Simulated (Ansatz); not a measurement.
C2H6BFO2. Total charge 0; spin multiplicity 1. The bonds changed during the relaxation, so this is another structure than the one it started from. The structure was optimised at the PBE0-D4/def2-TZVP level. It is one conformer, not always the lowest.

```xyz
12

B     0.179    0.005   -1.832
C    -0.219    0.403   -0.325
O    -0.234   -1.411   -1.604
F    -1.473    0.541    0.009
O     0.560    0.358    0.682
C     0.036    0.326    2.028
H    -0.540    0.583   -2.612
H     1.365    0.180   -2.005
H     0.541   -1.934   -1.391
H     0.910    0.260    2.668
H    -0.524    1.237    2.232
H    -0.602   -0.548    2.150
```

Task: What is the dipole moment at PBE/def2-TZVPP? (An estimate is asked.)

Result: Ansatz gave: 6.01 D, with components (0.52, 0.40, 5.97) D in this frame, pointing from negative to positive charge.

Task: And with r2SCAN, B3LYP, ωB97M-V? (Best estimate.)

Result: Computed: r2SCAN 6.11 D, B3LYP 6.24 D, ωB97M-V 6.40 D.

Task: Give the Mulliken charges with PBE, ωB97M-V, r2SCAN in def2-TZVPP. (An estimate is asked.)

Result: The calculation gave: 
| atom | PBE | ωB97M-V | r2SCAN |
| --- | --- | --- | --- |
| B1 | -0.11 | -0.20 | 0.02 |
| C2 | 0.32 | 0.42 | 0.35 |
| O3 | -0.35 | -0.40 | -0.41 |
| F4 | -0.08 | -0.12 | -0.12 |
| O5 | -0.09 | -0.14 | -0.15 |
| C6 | -0.20 | -0.23 | -0.05 |
| H7 | -0.05 | 0.01 | -0.07 |
| H8 | -0.05 | 0.02 | -0.06 |
| H9 | 0.19 | 0.17 | 0.20 |
| H10 | 0.14 | 0.15 | 0.09 |
| H11 | 0.14 | 0.16 | 0.10 |
| H12 | 0.15 | 0.17 | 0.11 |

B3LYP here is the variant with VWN-RPA as its local correlation; programs differ in this.
